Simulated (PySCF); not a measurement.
# Mn6+: what the settings change

The free ion Mn6+ in its d1 configuration.

Method (PySCF 2.14, density fitting): CASSCF(1,5) with orbitals averaged over all microstates of the shell, strongly contracted NEVPT2 on the averaged canonical orbitals; basis x2c-TZVPall; spin-free X2C; gas phase; spin-orbit coupling by state interaction with the mean-field operator over all roots.

Base run: NEVPT2 ground state 2D, ζ 518 cm⁻¹, μeff(300 K) 1.62 μB.

**Question.** What happens with the basis ANO-RCC-VDZP?

**Answer.** NEVPT2 ground state 2D, ζ 479 cm⁻¹, μeff(300 K) 1.63 μB.
